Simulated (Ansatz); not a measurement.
`[CH3][GeH2][CH2]S` + `[SiH3]CS` → `[SiH3]CSCS` + `[CH3][GeH3]`  (substitution at a C–Ge bond)

Computed with Ansatz on PBE0-D4/def2-TZVP structures; ΔE is electronic, products minus reactants. CCSD(T)/CBS adds triple-zeta CCSD(T) − MP2 to the extrapolated MP2 energy (def2 sets, frozen cores). For Ge outer-core shells are correlated without core-valence functions, which leaves a few kJ/mol of doubt a bond. Scalar relativity is left out up to krypton. One conformer a species, not always the lowest.

`[CH3][GeH2][CH2]S`:

```xyz
12

C    -1.272   -1.213   -0.257
Ge    0.559   -0.567   -0.413
C     0.855    0.911    0.849
S    -0.220    2.328    0.516
H    -1.964   -0.377   -0.370
H    -1.485   -1.956   -1.027
H    -1.429   -1.669    0.721
H     0.824   -0.017   -1.831
H     1.571   -1.698   -0.126
H     0.587    0.576    1.854
H     1.902    1.217    0.874
H     0.072    2.464   -0.788
```

`[SiH3]CS`:

Cartesian coordinates in Å:
```
Si -0.624 0.760 0.447
C 0.863 -0.298 0.002
S 0.589 -1.207 -1.542
H -0.853 1.775 -0.610
H -0.412 1.442 1.754
H -1.821 -0.117 0.555
H 1.722 0.349 -0.191
H 1.144 -0.978 0.809
H -0.608 -1.726 -1.225
```

`[SiH3]CSCS`:

```xyz
13

Si   -0.858   -1.491    0.915
C    -1.050   -0.569   -0.713
S    -0.639    1.188   -0.526
C     1.160    1.091   -0.586
S     1.896    2.681   -0.185
H     0.506   -1.278    1.468
H    -1.859   -0.973    1.882
H    -1.065   -2.955    0.731
H    -2.097   -0.597   -1.026
H    -0.469   -1.004   -1.531
H     1.525    0.315    0.088
H     1.494    0.862   -1.600
H     1.457    2.730    1.083
```

`[CH3][GeH3]`:

```xyz
8

C    -0.014   -0.996   -0.285
Ge    0.012    0.882    0.252
H    -1.041   -1.339   -0.412
H     0.517   -1.127   -1.228
H     0.468   -1.613    0.475
H    -0.671    1.755   -0.816
H     1.461    1.370    0.428
H    -0.733    1.069    1.586
```

```
            species  CCSD(T)/CBS(def2) energy (Eh)
`[CH3][GeH2][CH2]S`                    -2554.80905
         `[SiH3]CS`                     -728.50660
       `[SiH3]CSCS`                    -1165.53537
      `[CH3][GeH3]`                    -2117.76728
```

Task: Work out ΔE.

Result: ΔE = (-1165.53537) + (-2117.76728) − (-2554.80905) − (-728.50660) = 0.01300 Eh = +8.2 kcal/mol.

Largest T1 diagnostic among the species: 0.011.
